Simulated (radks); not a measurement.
Spherical quantum dot in the effective-mass picture: electrons in a parabolic well V = omega^2 r^2 / 2 with omega = 0.397, with a point charge +1 (a donor) at the centre, all in effective atomic units (hartree* = m*/eps^2 hartree, bohr* = eps/m* bohr), one dielectric constant everywhere. Method: non-relativistic Kohn-Sham, PBEsol, spin-polarised, spherical densities; computed with a radial shooting solver with Libxc functionals. Levels are named by radial order and angular momentum (1s, 1p, 1d, 2s, ...), and open shells are averaged over m.

N = 20, configuration 1s2 1p6 1d10 2s2. This is the lowest configuration that the search found. Occupied and some empty levels:

| level | occupation | eigenvalue (hartree*) | <r> (bohr*) |
|---|---|---|---|
| 1s | 2 | 5.3290 | 2.245 |
| 1p | 6 | 5.5467 | 3.645 |
| 2s | 2 | 5.6413 | 3.345 |
| 1d | 10 | 5.7186 | 4.126 |
| 1f | 0 | 5.9116 | 4.472 |
| 2p | 0 | 5.9836 | 3.757 |
| 1g | 0 | 6.1258 | 4.759 |

Energy (hartree*): total 66.0823, kinetic 6.2559, external 17.336, Hartree 47.984, exchange-correlation -5.4933.

Electron density:

| r (bohr*) | n(r) (e/bohr*^3) |
|---|---|
| 0.354 | 0.2992 |
| 0.749 | 0.1449 |
| 1.14 | 0.07665 |
| 1.54 | 0.04764 |
| 1.93 | 0.03759 |
| 2.33 | 0.03659 |
| 2.72 | 0.03891 |
| 3.12 | 0.04081 |
| 3.51 | 0.04001 |
| 3.90 | 0.03568 |
| 4.30 | 0.02848 |
| 4.69 | 0.02005 |
| 5.09 | 0.01225 |
| 5.48 | 0.006437 |
| 5.88 | 0.002897 |
| 6.27 | 0.001123 |
| 6.66 | 0.0003782 |
| 7.06 | 0.0001091 |
| 7.45 | 0.00002719 |
| 7.85 | 5.848e-06 |
